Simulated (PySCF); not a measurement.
hydronium (H₃O), SMILES [OH3+], charge +1. Coordinates come from a PBE0-D3(BJ)/def2-TZVPD optimisation.

Computed equilibrium geometry at PBE0-D3(BJ)/def2-TZVPD (PySCF confirms it by a frequency run) as bond lengths and angles, and its point group:
point group C3v.
Atoms: O1 H2 H3 H4. Bond lengths (Å): O1–H2 0.979, O1–H3 0.979, O1–H4 0.979. Bond angles (°): H2–O1–H3 112.3, H2–O1–H4 112.3, H3–O1–H4 112.3.
Charge +1, spin multiplicity 1.
